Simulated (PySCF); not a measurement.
**ZnF⁺: frontier orbitals**

PBE0 at R = 1.705 Å; basis Zn cc-pVDZ-PP with ECP10, F cc-pVDZ; scalar-relativistic core potentials; PySCF 2.14. State: ³Π (triplet), unpaired electrons σ ↑, π ↑, a second solution, started from another occupation. Only the outer orbitals are listed, counted within each symmetry, core potentials removing the inner ones.

```csv
spin,orbital,occ.,ε (eV),on Zn (%),main shells (%)
α,2π,1,-24.03,47,"53 F p, 46 Zn d"
α,1δ,1,-22.99,100,100 Zn d
α,1δ,1,-22.98,100,100 Zn d
α,3π,1,-22.87,89,"89 Zn d, 11 F p"
α,3π,1,-22.05,55,"54 Zn d, 45 F p"
α,6σ,1,-21.70,72,"67 Zn d, 28 F p"
α,7σ,1,-13.79,97,89 Zn s
α,4π,0,-7.19,99,99 Zn p
α,4π,0,-7.04,99,99 Zn p
α,8σ,0,-5.13,102,96 Zn p
β,2π,1,-23.52,64,"63 Zn d, 36 F p"
β,1δ,1,-22.75,100,100 Zn d
β,1δ,1,-22.74,100,100 Zn d
β,2π,1,-22.67,94,94 Zn d
β,3π,1,-21.44,38,"62 F p, 37 Zn d"
β,6σ,1,-21.11,63,"56 Zn d, 37 F p"
β,3π,0,-16.35,10,90 F p
β,7σ,0,-10.40,96,92 Zn s
β,4π,0,-5.83,99,99 Zn p
```

**Question.** Which are the highest filled and the lowest empty level, where do they sit, and how wide is the gap?

**Answer.** Highest filled α 7σ at -13.79 eV (in %: 89 Zn s); lowest empty β 3π at -16.35 eV (in %: 90 F p); the gap at PBE0 is -2.56 eV.

* bond order (Mayer): 0.53
* ⟨S²⟩: 2.003
* charge on Zn (Mulliken, basis-dependent): 0.83
* charge on Zn (Löwdin, basis-dependent): 0.71
* dipole moment (positive dipole points towards F; it is taken about the centre of mass and depends on that origin): 0.31 D

Shares are Mulliken populations and can fall outside 0 to 100 %.

Counting both spins, an empty level lies below a filled one in this solution, because spin and occupation are held.
